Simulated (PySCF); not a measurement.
Species: CrO2Cl2 (singlet state).
SMILES: `[O]=[Cr](=[O])([Cl])[Cl]`

Level of theory: PySCF 2.14.0, density-fitted response routines, TDDFT wB97X-D/def2-SVPD, vertical, gas phase, core orbitals frozen in the response. Geometry: PBE0-D3(BJ)/def2-SVP; no solvent, vibrations or thermal averaging.

Q: Predict the UV-vis stick spectrum at this level.

A: 

| state | E (eV) | ν̃ (cm⁻¹) | f | \|μ\| (D) | symmetry | main configurations (H = HOMO, L = LUMO) |
| --- | --- | --- | --- | --- | --- | --- |
| S1 | 3.06 | 24700 | 0.0000 | 0.01 | – | H-1→L (99%) |
| S2 | 3.10 | 24980 | 0.0015 | 0.36 | – | H-2→L (89%) |
| S3 | 3.29 | 26540 | 0.015 | 1.08 | B1 or B2 | H→L (61%), H-2→L+1 (27%) |
| S4 | 3.57 | 28820 | 0.027 | 1.41 | B1 or B2 | H-2→L+1 (43%), H→L (29%), H-4→L+1 (24%) |
| S5 | 3.88 | 31270 | 0.0000 | 0.03 | – | H-2→L+2 (85%), H-4→L+2 (12%) |
| S6 | 3.94 | 31770 | 0.0002 | 0.10 | – | H→L+1 (34%), H-3→L (23%), H→L+2 (23%) |
| S7 | 3.95 | 31830 | 0.0001 | 0.09 | – | H→L+1 (39%), H-3→L (17%), H-4→L (13%) |
| S8 | 3.97 | 32010 | 0.0007 | 0.22 | – | H-4→L (69%), H→L+1 (15%), H-1→L+2 (9%) |
| S9 | 4.01 | 32310 | 0.0001 | 0.10 | – | H→L+2 (50%), H-1→L+1 (45%) |
| S10 | 4.13 | 33290 | 0.0007 | 0.22 | – | H-1→L+2 (84%) |
| S11 | 4.51 | 36350 | 0.018 | 1.02 | A1 | H-3→L (45%), H-1→L+1 (26%), H→L+2 (12%) |
| S12 | 4.54 | 36580 | 0.0050 | 0.54 | B1 or B2 | H-5→L (76%), H-4→L+1 (13%) |
| S13 | 4.61 | 37150 | 0.0000 | 0.02 | – | H-3→L+1 (86%) |
| S14 | 4.79 | 38640 | 0.015 | 0.90 | B1 or B2 | H-4→L+1 (53%), H-2→L+1 (22%), H-5→L (14%) |
| S15 | 4.84 | 39010 | 0.0005 | 0.17 | – | H-3→L+2 (89%) |

Triplets, Tamm–Dancoff:

| state | E (eV) | λ (nm) | main configurations (H = HOMO, L = LUMO) |
| --- | --- | --- | --- |
| T1 | 2.68 | 461.9 | H-2→L (81%), H-4→L (14%) |
| T2 | 2.75 | 450.3 | H→L (97%) |
| T3 | 2.90 | 427.0 | H-1→L (98%) |
| T4 | 3.12 | 397.7 | H-2→L+1 (63%), H-4→L+1 (32%) |

The lowest singlet comes at 405 nm (295 kJ/mol) in the visible; it is dark (f under 0.0005); its leading configuration is HOMO-1→LUMO (99%). The strongest level in the table is S4 at 3.57 eV (347 nm, f = 0.027). S6/S7 lie within about 0.01 eV of each other. For S1 the Löwdin share of chromium is at most 2% in HOMO-1 and 61% in LUMO (ligand-to-metal charge transfer by this measure); for S4 the Löwdin share of chromium is at most 2% in HOMO-2 and 59% in LUMO+1. The oscillator strengths of these states sum to 0.083; summed over the whole spectrum of an exact calculation they would give the number of electrons, 74 (Thomas–Reiche–Kuhn). Weighted by f, the mean energy of these states is 4.01 eV. The listed states span 1.77 eV, and the widest gap between neighbours is 0.38 eV (S10 to S11). 2 computed singlets (S1 to S2) lie in the visible range (380 to 750 nm), the largest f among them at 400 nm, f = 0.0015; light of that wavelength is violet, and its complementary colour is yellow-green; a Tamm–Dancoff triplet lies at 462 nm, without intensity as long as spin–orbit coupling is left out. Symmetry labels in C2v follow from the direction of the transition dipole and are given only for states with f of 0.002 or more; B1 and B2 swap with the choice of axes. Singlets were solved by full linear response, triplets in the Tamm–Dancoff approximation.
